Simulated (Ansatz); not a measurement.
Ansatz (an electronic-structure program) input (CCSD(T,core; 1s of Na to Cl frozen)/cc-pwCVTZ):
A basis named .json is the Basis Set Exchange file of that set.

Ansatz 0.2 input:
```yaml
crystal:
  periodic: [false, false, false]
  atoms:
    - {symbol: C, position_ang: [-2.11600546, 1.43148431, 0.54943579]}
    - {symbol: Si, position_ang: [-1.05138586, 0.40861887, -0.58678522]}
    - {symbol: C, position_ang: [-1.61241201, -1.37964809, -0.60301438]}
    - {symbol: O, position_ang: [0.51642528, 0.53598942, -0.08808256]}
    - {symbol: B, position_ang: [1.59762025, -0.20878325, 0.31106869]}
    - {symbol: O, position_ang: [2.77899794, 0.41058592, 0.60641405]}
    - {symbol: O, position_ang: [1.58129334, -1.57167960, 0.44503174]}
    - {symbol: H, position_ang: [-3.15681884, 1.42456906, 0.21683206]}
    - {symbol: H, position_ang: [-1.77737212, 2.46895282, 0.57215555]}
    - {symbol: H, position_ang: [-2.08501179, 1.04383061, 1.57027668]}
    - {symbol: H, position_ang: [-1.11403655, 0.94583189, -1.96715439]}
    - {symbol: H, position_ang: [-1.58844264, -1.82300194, 0.39630352]}
    - {symbol: H, position_ang: [-1.00703406, -1.99227853, -1.27584907]}
    - {symbol: H, position_ang: [-2.64445189, -1.44215462, -0.95686824]}
    - {symbol: H, position_ang: [2.72367571, 1.36295395, 0.48834691]}
    - {symbol: H, position_ang: [0.73756517, -1.97563449, 0.23017202]}
basis:
  gaussian:
    orbitals: cc-pwCVTZ.json
magnetization: {spin_polarized: false}
correlation: {method: ccsd_t, frozen_orbitals: {B: 0, C: 0, H: 0, O: 0, Si: 1}}
```

End of the output:

```
1 core orbitals not correlated
reference -16859.67780228 eV, -619.5817313338 hartree; 31, 31 occupied and 411, 411 virtual orbitals, 2572 factors
second order -50.43138956 eV of doubles, -0.00000000 eV of singles
coupled cluster: 65.55 GiB planned
cycle   1  -50.90963044 eV  change   -4.8e-1 eV  update   1.2e-1
cycle   2  -51.78039341 eV  change   -8.7e-1 eV  update   3.2e-2
cycle   3  -51.94522388 eV  change   -1.6e-1 eV  update   1.6e-2
cycle   4  -51.92017615 eV  change    2.5e-2 eV  update   3.4e-3
cycle   5  -51.91884635 eV  change    1.3e-3 eV  update   1.5e-3
cycle   6  -51.91982169 eV  change   -9.8e-4 eV  update   4.0e-4
cycle   7  -51.91963543 eV  change    1.9e-4 eV  update   1.4e-4
cycle   8  -51.91952639 eV  change    1.1e-4 eV  update   3.8e-5
cycle   9  -51.91952778 eV  change   -1.4e-6 eV  update   1.4e-5
perturbative correction -1.52446698 eV, -0.0560231281 hartree
Total energy: -16913.12179703 eV, -621.5457619153 hartree
```
